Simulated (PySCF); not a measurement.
PySCF input for In(Cl)2(OMe) (CH3Cl2InO), SMILES [Cl][In]([Cl])[O]C, TDA-PBE/def2-SVPD. Geometry optimised at r2SCAN-D4/def2-SVP. The structure was generated by enumeration; whether it is a known compound was not checked. The def2 effective core potentials stand for the cores of In; spin–orbit coupling is left out. Other conformers were not sampled.

```python
import numpy as np
from pyscf import gto, scf, dft, tdscf

mol = gto.M(
    atom='''
    In   -0.02064654   -0.09247073    0.09005484
    Cl   -0.19241197   -1.06288805    2.19460109
    Cl    0.60517044    2.14933892   -0.16246297
    O    -0.45021834   -1.13475293   -1.54183752
    C    -0.28022188   -0.58629398   -2.83429661
    H     0.59915138   -1.03364741   -3.33367876
    H    -1.17215255   -0.82148930   -3.44196933
    H    -0.14913435    0.51232524   -2.84290737
    ''',
    basis='def2-SVPD',
    ecp={'In': 'def2-svp'},
    charge=0,
    spin=0,
    max_memory=1600,
    verbose=4,
)
mf = dft.RKS(mol, xc='pbe').density_fit(auxbasis='def2-universal-jkfit')
mf.grids.level = 3
mf.conv_tol = 1e-9
mf.max_cycle = 100
mf.kernel()
mf.grids = dft.Grids(mol).set(level=1).build(with_non0tab=True)  # coarser grid for the response kernel
td = tdscf.TDA(mf)
td.singlet = True
td.nstates = 10
td.conv_tol = 1e-4
td.positive_eig_threshold = 1e-6
td.kernel(x0=td.get_init_guess(mf, 15))
td.analyze()
tt = tdscf.TDA(mf)
tt.singlet = False
tt.nstates = 4
tt.conv_tol = 1e-4
tt.positive_eig_threshold = 1e-6
tt.kernel(x0=tt.get_init_guess(mf, 9))
tt.analyze(verbose=3)
```

Log of the run:

```
PySCF version 2.14.0

[INPUT] verbose = 4
[INPUT] num. atoms = 8
[INPUT] num. electrons = 72
[INPUT] charge = 0
[INPUT] spin (= nelec alpha-beta = 2S) = 0
[INPUT] symmetry False subgroup None
[INPUT] Mole.unit = angstrom
[INPUT] Symbol           X                Y                Z      unit          X                Y                Z       unit  Magmom
[INPUT]  1 In    -0.020646540000  -0.092470730000   0.090054840000 AA   -0.039016306020  -0.174744354239   0.170178983792 Bohr   0.0
[INPUT]  2 Cl    -0.192411970000  -1.062888050000   2.194601090000 AA   -0.363605926388  -2.008567315573   4.147195012772 Bohr   0.0
[INPUT]  3 Cl     0.605170440000   2.149338920000  -0.162462970000 AA    1.143606390283   4.061661907668  -0.307010518683 Bohr   0.0
[INPUT]  4 O     -0.450218340000  -1.134752930000  -1.541837520000 AA   -0.850789358856  -2.144372256748  -2.913650641379 Bohr   0.0
[INPUT]  5 C     -0.280221880000  -0.586293980000  -2.834296610000 AA   -0.529542607311  -1.107935050681  -5.356044348683 Bohr   0.0
[INPUT]  6 H      0.599151380000  -1.033647410000  -3.333678760000 AA    1.132232015355  -1.953310514266  -6.299739843680 Bohr   0.0
[INPUT]  7 H     -1.172152550000  -0.821489300000  -3.441969330000 AA   -2.215047295711  -1.552389791261  -6.504379362853 Bohr   0.0
[INPUT]  8 H     -0.149134350000   0.512325240000  -2.842907370000 AA   -0.281823077265   0.968154390302  -5.372316326808 Bohr   0.0

nuclear repulsion = 384.703791757249
number of shells = 63
number of NR pGTOs = 250
number of NR cGTOs = 153
basis = def2-SVPD
ecp = {'In': 'def2-svp'}


[settings echo left out]
init E= -1203.81492396843
  HOMO = -0.606775282114786  LUMO = -0.585027365496298  gap/eV = 0.59179
cycle= 1 E= -1223.17346072643  delta_E= -19.4  |g|= 2.63  |ddm|= 15.7
  HOMO = 0.0754731015823124  LUMO = 0.0770041073921969  gap/eV = 0.04166
cycle= 2 E= -1178.1768663164  delta_E=   45  |g|= 9.26  |ddm|=  141
  HOMO = -0.301366706016976  LUMO = -0.274124612263332  gap/eV = 0.74130
cycle= 3 E= -1224.54653454579  delta_E= -46.4  |g|= 1.09  |ddm|=  142
  HOMO = -0.197786410643564  LUMO = -0.132693149608018  gap/eV = 1.77128
cycle= 4 E= -1224.14596195578  delta_E= 0.401  |g|= 1.72  |ddm|= 4.33
  HOMO = -0.267108919425544  LUMO = -0.13556356980478  gap/eV = 3.57953
cycle= 5 E= -1224.88234100544  delta_E= -0.736  |g|= 0.223  |ddm|= 1.83
  HOMO = -0.254962931108039  LUMO = -0.144180971606105  gap/eV = 3.01453
cycle= 6 E= -1224.88832658006  delta_E= -0.00599  |g|= 0.207  |ddm|= 0.537
  HOMO = -0.246583513246715  LUMO = -0.141025631681955  gap/eV = 2.87238
cycle= 7 E= -1224.89858781224  delta_E= -0.0103  |g|= 0.0512  |ddm|= 0.299
  HOMO = -0.249695920957743  LUMO = -0.140456387755534  gap/eV = 2.97256
cycle= 8 E= -1224.89919365599  delta_E= -0.000606  |g|= 0.00918  |ddm|= 0.0782
  HOMO = -0.250502584418218  LUMO = -0.140363403455557  gap/eV = 2.99704
cycle= 9 E= -1224.89921753328  delta_E= -2.39e-05  |g|= 0.00266  |ddm|= 0.0169
  HOMO = -0.250612848535969  LUMO = -0.140361214405879  gap/eV = 3.00010
cycle= 10 E= -1224.89921938017  delta_E= -1.85e-06  |g|= 0.00112  |ddm|= 0.00585
  HOMO = -0.250639192079181  LUMO = -0.140406966875  gap/eV = 2.99957
cycle= 11 E= -1224.89921978914  delta_E= -4.09e-07  |g|= 0.000274  |ddm|= 0.00198
  HOMO = -0.250646091005871  LUMO = -0.140391297585556  gap/eV = 3.00019
cycle= 12 E= -1224.89921981227  delta_E= -2.31e-08  |g|= 7.21e-05  |ddm|= 0.000491
  HOMO = -0.250637354538432  LUMO = -0.140388896613338  gap/eV = 3.00001
cycle= 13 E= -1224.89921981362  delta_E= -1.36e-09  |g|= 1.36e-05  |ddm|= 0.00011
  HOMO = -0.2506383382402  LUMO = -0.140389863944596  gap/eV = 3.00001
cycle= 14 E= -1224.89921981367  delta_E= -4.66e-11  |g|= 3.11e-06  |ddm|= 2.15e-05
  HOMO = -0.250637192526413  LUMO = -0.140389619383737  gap/eV = 2.99999
Extra cycle  E= -1224.89921981366  delta_E= 1e-11  |g|= 7.84e-06  |ddm|= 1.45e-05
converged SCF energy = -1224.89921981366
tot grids = 38496
Overwritten attributes  positive_eig_threshold  of <class 'pyscf.tdscf.rks.TDA'>


******** <class 'pyscf.tdscf.rks.TDA'> for <class 'pyscf.df.df_jk.DFRKS'> ********
nstates = 10 singlet
deg_eia_thresh = 1.000e-03
wfnsym = None
conv_tol = 0.0001
eigh lindep = 1e-12
eigh level_shift = 0
eigh max_cycle = 100


Excitation energies (eV)
[3.1477214  4.01985082 4.31182906 4.36963109 4.49207051 4.74078695
 5.15893179 5.27473999 5.71763291 5.80338775]

** Singlet excitation energies and oscillator strengths **
Excited State   1:      3.14772 eV    393.89 nm  f=0.0039
      36 -> 37       -0.70583
Excited State   2:      4.01985 eV    308.43 nm  f=0.0534
      35 -> 37       -0.62739
      36 -> 38        0.30358
Excited State   3:      4.31183 eV    287.54 nm  f=0.0128
      34 -> 37        0.69724
Excited State   4:      4.36963 eV    283.74 nm  f=0.0003
      33 -> 37        0.70621
Excited State   5:      4.49207 eV    276.01 nm  f=0.0058
      32 -> 37        0.70493
Excited State   6:      4.74079 eV    261.53 nm  f=0.0233
      31 -> 37        0.70216
Excited State   7:      5.15893 eV    240.33 nm  f=0.0083
      35 -> 38       -0.69367
      36 -> 38        0.10130
Excited State   8:      5.27474 eV    235.05 nm  f=0.1776
      29 -> 37        0.11198
      35 -> 37        0.26456
      35 -> 38        0.11053
      36 -> 38        0.60204
Excited State   9:      5.71763 eV    216.85 nm  f=0.0001
      34 -> 38       -0.70668
Excited State  10:      5.80339 eV    213.64 nm  f=0.0179
      30 -> 37       -0.41407
      33 -> 38        0.56933

** Transition electric dipole moments (AU) **
state          X           Y           Z        Dip. S.      Osc.
  1        -0.2132      0.0623     -0.0278      0.0501      0.0039
  2        -0.2009     -0.4447     -0.5519      0.5427      0.0534
  3        -0.0341     -0.1843      0.2938      0.1214      0.0128
  4         0.0448     -0.0236      0.0180      0.0029      0.0003
  5         0.0610      0.1781      0.1309      0.0526      0.0058
  6         0.4288     -0.1277     -0.0270      0.2009      0.0233
  7        -0.1570      0.1148      0.1673      0.0658      0.0083
  8         0.2112      0.4676      1.0539      1.3741      0.1776
  9         0.0114      0.0120      0.0265      0.0010      0.0001
 10         0.0307      0.1658     -0.3118      0.1257      0.0179

WARN: ECP detected. Skipping calculation of transition velocity and magnetic dipole moments, which have not yet been implemented.



******** <class 'pyscf.tdscf.rks.TDA'> for <class 'pyscf.df.df_jk.DFRKS'> ********
nstates = 4 triplet
deg_eia_thresh = 1.000e-03
wfnsym = None
conv_tol = 0.0001
eigh lindep = 1e-12
eigh level_shift = 0
eigh max_cycle = 100


Excitation energies (eV)
[2.82988087 3.25831542 3.97996363 4.0843107 ]

** Triplet excitation energies and oscillator strengths **
Excited State   1:      2.82988 eV    438.13 nm  f=0.0000
Excited State   2:      3.25832 eV    380.52 nm  f=0.0000
Excited State   3:      3.97996 eV    311.52 nm  f=0.0000
Excited State   4:      4.08431 eV    303.56 nm  f=0.0000
```

The run converged.

Cost: roughly 60 core-seconds.
